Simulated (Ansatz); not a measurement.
`[OH][In]([Cl])[O][SiH3]` → `[SiH3][O][In][Cl]`• + `[OH]`• at 600 K and 1 bar (homolysis of the In–O bond).

Isolated molecules relaxed with PBE0-D4/def2-TZVP in Ansatz; ΔE leaves out vibrations. CCSD(T)/CBS adds triple-zeta CCSD(T) − MP2 to the extrapolated MP2 energy (def2 sets, frozen cores). This one scheme is used for every species. No spin–orbit coupling; open shells (•) take unrestricted orbitals. Elements past krypton have def2 core potentials. For In outer-core shells are correlated without core-valence functions, which leaves a few kJ/mol of doubt a bond. Each species was taken in one conformer, which may not be the lowest.

```csv
species,CCSD(T)/CBS energy (Eh),H − E (kJ/mol),S (J/(mol·K))
`[OH][In]([Cl])[O][SiH3]`,-1091.54856,182.3,512.9
`[SiH3][O][In][Cl]`•,-1015.73019,131.1,466.9
`[OH]`•,-75.67771,39.9,204.4
```

H − E and S are ideal-gas, rigid-rotor, harmonic terms from PBE0-D4/def2-TZVP, for one conformer and one mirror image of each species, with the whole ground term of open shells counted as degenerate. 1 Eh = 2625.50 kJ/mol, R = 8.31446 J/(mol·K).

Q: By hand: ΔE, ΔH, ΔS and ΔG.

A: ΔE = (-1015.73019) + (-75.67771) − (-1091.54856) = 0.14066 Eh = 369.3 kJ/mol. Δ(H − E) = 131.1 + 39.9 − 182.3 = -11.3, so ΔH = 358.0 kJ/mol. ΔS = 466.9 + 204.4 − 512.9 = 158.4 J/(mol·K). ΔG = 358.0 − 600 × (158.4)/1000 = 263.0 kJ/mol.

Q: By hand: the equilibrium constant, and the temperature at which ΔG would vanish if ΔH and ΔS stayed fixed.

A: log₁₀ K = −ΔG/(RT ln 10) = -22.9. ΔG = 0 at ΔH/ΔS = 2260 K.

The number of gas molecules changes by +1, which sets the sign of ΔS. A doubt of 5 kJ/mol in ΔE shifts log₁₀ K by 0.4 here. Other conformers and mirror images would add mixing entropy, several J/(mol·K) or more a flexible species. Modes under 60 cm⁻¹, often nearly free rotors, make the harmonic entropy too high. These are equilibria of isolated gas molecules and say nothing of rates. Largest T1 diagnostic: 0.019 (customary marks: 0.02 for closed shells, 0.045 for open ones).
